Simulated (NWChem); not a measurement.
Species: SiI$_{2}$ClF; SMILES I[Si](I)(F)Cl

Results from NWChem. Medium grid unless said otherwise, to which SCAN and Minnesota functionals are sensitive. All runs use the structure optimised with PBE-D3(BJ)/def2-SVP. def2 effective core potentials on I; no spin-orbit coupling.

Task: Among these, which level gives the highest value of “orbital gap (eV)”?
A. LC-wPBE (HJS exchange hole, range parameter 0.4 per bohr)/def2-SVP
B. TPSS/def2-SVP
C. B3LYP/def2-SVP
D. PW91/def2-SVP

Result: A, LC-wPBE (HJS exchange hole, range parameter 0.4 per bohr)/def2-SVP. Values: PW91/def2-SVP 3.95; TPSS/def2-SVP 4.20; B3LYP/def2-SVP 5.44; LC-wPBE (HJS exchange hole, range parameter 0.4 per bohr)/def2-SVP 10.67
